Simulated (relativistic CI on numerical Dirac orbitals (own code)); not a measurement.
# How well does a small relativistic CI reproduce Au+?

Computed by Dirac-Coulomb-Breit CI, separate exchange-only KLI orbitals for each configuration, a model potential for QED, valence Slater integrals scaled by 0.85, P86 correlation energy added to each configuration (own radial code, finite nucleus).

Configurations in the expansion (outside the closed core [Xe] 4f14): 5d10, 5d9.6s, 5d8.6s2, 5d9.6p, 5d9.7s, 5d9.6d, 5d9.7p, 5d8.6s.6p, 5d9.8s, 5d9.5f, 5d9.7d, 5d9.8p, 5d9.6f, 5d9.5g, 5d9.8d, 5d9.7f, 5d8.6s.7s, 5d8.6p2. Levels of other configurations are missing.

```csv
Configuration,Term (tabulated),J,Measured (cm⁻¹),Computed,Error,Purity (%)
5d10,1S,0,0.0,0,0,99
5d9.6s,"(5/2,1/2)",3,15039.6,17799,2760,99
5d9.6s,"(5/2,1/2)",2,17640.6,20528,2887,61
5d9.6s,"(3/2,1/2)",1,27765.8,29794,2028,99
5d9.6s,"(3/2,1/2)",2,29621.2,31979,2358,56
5d8.6s2,3F,4,40478.8,46434,5955,93
5d8.6s2,3F,3,52176.5,57434,5257,97
5d8.6s2,3P,0,58550.2,65790,7240,81
5d8.6s2,3P,1,61749.4,68811,7062,97
5d9.6p,"(5/2,1/2)°",2,63053.3,64013,960,75
5d9.6p,"(5/2,1/2)°",3,65003.6,66614,1610,50
5d9.6p,"(5/2,3/2)°",4,72495.1,72288,-207,96
5d9.6p,"(5/2,3/2)° †",2,73178.3,73331,153,38
5d9.6p,"(5/2,3/2)° †",1,73403.8,73213,-191,69
5d9.6p,"(5/2,3/2)°",3,74791.5,74905,113,70
5d9.6p,"(3/2,1/2)°",2,76659.7,77532,872,65
5d9.6p,"(3/2,1/2)°",1,81659.8,83386,1726,52
5d9.6p,"(3/2,3/2)°",0,82613.8,81414,-1200,94
5d9.6p,"(3/2,3/2)° †",3,85700.2,85076,-624,43
5d9.6p,"(3/2,3/2)° †",1,85707.6,85482,-225,53
5d9.6p,"(3/2,3/2)°",2,86565.7,86002,-564,48
5d9.7s,"(5/2,1/2)",3,108173.0,105414,-2759,98
5d9.7s,"(5/2,1/2)",2,108631.4,105945,-2687,55
5d9.7s,"(3/2,1/2)",1,120822.9,117300,-3523,97
5d9.7s,"(3/2,1/2)",2,121118.8,117646,-3473,55
```

Measured levels from NIST Handbook of Basic Atomic Spectroscopic Data (Sansonetti and Martin, J. Phys. Chem. Ref. Data 34, 1559 (2005)); pairs were made by configuration, J and term (by order where the table uses no LS term), so strongly mixed levels may be paired wrongly.

Mean error by configuration (cm⁻¹): 5d9.6s 2508; 5d8.6s2 6378; 5d9.6p 414; 5d9.7s -3111. Over the excited levels the mean absolute error is 2762 cm⁻¹ (24 of the 31 excited levels that our extract of the source holds in range could be paired, and the others can miss by more), and the median relative error of those above 1,000 cm⁻¹ is 2.7 %. † marks terms whose computed intervals miss the measured ones by more than a factor of 2.5, or configurations far off the rest, from wrong mixing, a near crossing or a doubtful label or measurement; they are left out of the means.
